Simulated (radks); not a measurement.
Si+, configuration [Ne] 3s2 3p1 (the NIST ground configuration).

Calculated with a radial shooting solver on a logarithmic mesh with Libxc functionals: scalar-relativistic Kohn-Sham, exchange-only LDA, spin-polarised, spherical densities, point nucleus; open shells are filled with parallel spins first.

Energy parts (eV):
total: -7824.257
kinetic: 7855.156
electron-nucleus: -18640.727
Hartree: 3460.372
exchange: -499.058

Orbitals (lengths in bohr, moments of r in powers of bohr):
[
 {"orbital": "1s up", "occ.": "1", "eigenvalue (eV)": "-1785.770", "<r>": "0.1117", "<r^4>": "0.0007297"},
 {"orbital": "1s down", "occ.": "1", "eigenvalue (eV)": "-1785.665", "<r>": "0.1117", "<r^4>": "0.0007296"},
 {"orbital": "2s up", "occ.": "1", "eigenvalue (eV)": "-146.4203", "<r>": "0.5711", "<r^4>": "0.2831"},
 {"orbital": "2s down", "occ.": "1", "eigenvalue (eV)": "-146.2810", "<r>": "0.5707", "<r^4>": "0.2815"},
 {"orbital": "2p up", "occ.": "3", "eigenvalue (eV)": "-103.3142", "<r>": "0.5393", "<r^4>": "0.3036"},
 {"orbital": "2p down", "occ.": "3", "eigenvalue (eV)": "-103.1388", "<r>": "0.5387", "<r^4>": "0.3005"},
 {"orbital": "3s up", "occ.": "1", "eigenvalue (eV)": "-18.4634", "<r>": "2.069", "<r^4>": "40.32"},
 {"orbital": "3s down", "occ.": "1", "eigenvalue (eV)": "-17.0871", "<r>": "2.068", "<r^4>": "40.99"},
 {"orbital": "3p up", "occ.": "1", "eigenvalue (eV)": "-11.1930", "<r>": "2.480", "<r^4>": "90.73"},
 {"orbital": "3p down", "occ.": "0", "eigenvalue (eV)": "-9.8331", "<r>": "2.512", "<r^4>": "99.51"}
]

The highest occupied level is 3p up at -11.193 eV. For comparison, the ionisation energy in NIST's Atomic Spectra Database is 16.346 eV (measured). In exact Kohn-Sham theory the highest level is minus the ionisation energy, but local and semilocal functionals leave it too shallow, through self-interaction and a potential that decays too fast; potentials with the right tail come closer. The density falls to 0.001 e/bohr^3 at r = 3.95 bohr. Summed over all electrons, <r^2> = 20.14 bohr^2, which gives a Langevin (diamagnetic) susceptibility term of -15.9 x 10^-6 cm^3/mol. Spin moment in Bohr magnetons: 1.
